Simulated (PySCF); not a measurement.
Species: diboron tetrafluoride, B₂F₄.
SMILES: `FB(F)B(F)F`

Computed with PySCF, TDDFT wB97X-D/def2-SVPD, vertical, gas phase, core orbitals frozen in the response. Geometry: PBE0-D3(BJ)/def2-SVP; no solvent, vibrations or thermal averaging. Torsions of this conformer, `[F:1][B:2]([F:3])[B:4]([F:5])[F:6]`: F1–B2–B4–F5 58°.

Computed states:

| state | E (eV) | f |
| --- | --- | --- |
| S1 | 7.03 | 0.043 |
| S2 | 8.74 | 0.036 |
| S3 | 9.27 | 0.0000 |
| S4 | 9.40 | 0.0038 |
| S5 | 9.86 | 0.0000 |
| S6 | 10.34 | 0.049 |
| S7 | 10.47 | 0.015 |
| S8 | 10.54 | 0.179 |
| S9 | 10.90 | 0.059 |
| S10 | 11.49 | 0.0000 |

Broadening: Gaussians 0.25 eV wide at half height, area fixed by f = 4.319×10⁻⁹ ∫ε dν̃. The width is an assumption, not a result. The curve ends short of the highest state used, and states not computed would add to its high-energy end.

(1) What does the envelope look like, and where are its maxima?

(2) Coming from long wavelengths, where does ε first pass 100 L mol⁻¹ cm⁻¹?

Answers

(1) 
| E (eV) | ε (L mol⁻¹ cm⁻¹) |
| --- | --- |
| 6.66 | 9 |
| 6.81 | 495 |
| 6.95 | 3380 |
| 7.10 | 3841 |
| 7.24 | 715 |
| 7.39 | 17 |
| 7.54 | 0 |
| 7.68 | 0 |
| 7.83 | 0 |
| 7.97 | 0 |
| 8.12 | 0 |
| 8.26 | 0 |
| 8.41 | 31 |
| 8.56 | 918 |
| 8.70 | 3625 |
| 8.85 | 2294 |
| 8.99 | 247 |
| 9.14 | 25 |
| 9.29 | 248 |
| 9.43 | 395 |
| 9.58 | 94 |
| 9.72 | 4 |
| 9.87 | 0 |
| 10.02 | 59 |
| 10.16 | 1350 |
| 10.31 | 7565 |
| 10.45 | 18322 |
| 10.60 | 17478 |
| 10.75 | 5004 |
| 10.89 | 6417 |

Maxima: 176 nm (7.04 eV), ε about 4600, made up of S1 (100%); 142 nm (8.74 eV), ε about 3900, made up of S2 (100%); 132 nm (9.40 eV), ε about 410, made up of S4 (100%); 118 nm (10.52 eV), ε about 22000, made up of S8 (88%) (ε in L mol⁻¹ cm⁻¹; maxima over ε = 5, shares over 10%). At its high-energy end, 10.89 eV, the curve is still rising (ε about 6400, from S9).

(2) At about 184 nm (6.74 eV), 0.29 eV below S1.

All these states lie below the vertical ionisation energy of 13.01 eV (ΔSCF).

The run took 19 s of wall time on one thread, Arm Neoverse V2 (aarch64), shared host with 96 logical CPUs at a one-minute load of 60, and the process peaked at 0.56 GiB of memory.
